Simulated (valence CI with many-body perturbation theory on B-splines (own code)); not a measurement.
# Questions on Au⁵⁷⁺

Level of theory: relativistic CI+MBPT: four valence electrons over a frozen Dirac-Fock core [Ar], radial functions for each j: 7 s, 7 p, 8 d, 6 f, 4 g, 1 h, with the one-electron correlation potential Σ1, the two-electron term Σ2, the three-electron term Σ3, Breit, model QED; selected CI, second order for the rest, scaled by the run's own slope (own B-spline code, finite nucleus).

No measured spectrum was set against this ion. As an estimate, large intervals hold to a few tenths of a per cent, small ones and those within an open d or f shell to about a per cent. The list stops below the first excitations out of the core. Only levels of the ground parity were solved; by the run's estimate the other parity begins above the list, which can be wrong where configurations are misplaced.

Levels are named by their leading jj configuration (3d3/2^4 stands for four electrons in 3d with j = 3/2), which in mixed levels can hold well under half, so a name can repeat and another be missing.

Rates and lifetimes use the calculated energies. Strong lines usually hold to 10 to 20 %, long lifetimes can be off by a factor of two.

(1) What is the ground level?

(2) What is the ionisation energy?

(3) How well does LS coupling describe the low levels?

Answers

(1) (3d3/2^4) J=0, composition 61 % 3d4 3P + 24 % 3d4 5D + 15 % 3d4 1S.

(2) 5847.2 eV; NIST lists 5846 ± 6 eV (theoretical).

(3) Among the lowest 19 levels the leading LS term, summed over configurations, holds 49 % on average. For single configurations the figures are 49 % in LS and 98 % in jj coupling. Terms mix most in the J = 4 level at 102.47 eV, where the leading one holds 28 %.
